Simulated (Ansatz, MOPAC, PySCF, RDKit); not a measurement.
Complex: CH4O (SMILES CO) (first 6 atoms) with C3H8 (SMILES CCC); geometry from B3LYP-D3(BJ)/def2-TZVP, rigid monomers moved along the line of their centres of mass till H6···C7 is 3.72 Å.
(charge 0, multiplicity 1):
```xyz
17

C      0.48433     0.24328    -0.27983
O     -0.51380    -0.51808     0.38321
H      0.75164     1.14700     0.27857
H      0.06814     0.54281    -1.24074
H      1.39337    -0.34016    -0.46388
H     -0.17450    -0.79623     1.23980
C     -0.29775    -1.23496     4.92722
C     -0.01895     0.13026     5.55069
C      0.34152     1.19207     4.51489
H     -0.52964    -1.98597     5.68426
H     -1.14925    -1.18797     4.24321
H      0.57174    -1.59651     4.36895
H      0.79336     0.03903     6.27748
H     -0.89793     0.45541     6.11440
H      0.52295     2.16177     4.98158
H      1.24853     0.91490     3.97024
H     -0.46014     1.31706     3.78338
```

| level | interaction energy (kcal/mol) | cost |
|---|---|---|
| MMFF94 | -0.42 | - |
| UFF | -0.75 | - |
| AM1 | -0.02 | - |
| HF/STO-3G (no counterpoise) | -0.08 | - |
| HF/3-21G (no counterpoise) | -0.37 | - |
| HF/6-31G* | -0.16 | - |
| r2SCAN/def2-TZVPPD | -0.49 | ×2 |
| B3LYP/3-21G (no counterpoise) | -0.37 | - |
| B3LYP/6-31G* | -0.10 | - |
| B3LYP/def2-TZVPPD | -0.07 | ×2 |
| B3LYP-D4/def2-TZVPPD | -0.60 | ×2 |
| PBE0/def2-TZVPPD | -0.40 | ×1 |
| wB97M-V/def2-TZVPPD | -0.74 | ×4 |
| MP2/6-31G* | -0.43 | - |

The rows run from -0.75 (UFF) to -0.02 kcal/mol (AM1). The dispersion term adds -0.53 in B3LYP-D4. The 4 functionals in def2-TZVPPD without D3 or D4 span 0.67, from wB97M-V to B3LYP.

Interaction energies are E(AB) − E(A) − E(B) at the monomers' geometry in the complex; basis-set methods are counterpoise corrected. Rows marked so take none. RDKit's UFF carries no charges.

Rows in 3-21G, 6-31G*, STO-3G carry no dispersion term and start afresh at each structure (6-31G* with six Cartesian d functions). MP2/6-31G* freezes PySCF's default core. The state reached by AM1 isn't checked.

The values were computed with Ansatz (a quantum-chemistry and plane-wave program); MOPAC for AM1 (differences of heats of formation); PySCF for 3-21G rows, 6-31G* rows, STO-3G rows, the dispersion terms; RDKit for the force fields. Each number belongs to the level named beside it.

Costs are rough ratios of core time to PBE/def2-TZVPPD (about 8 s over the structures, on one shared machine); a dash marks a level with no comparable run of its own.
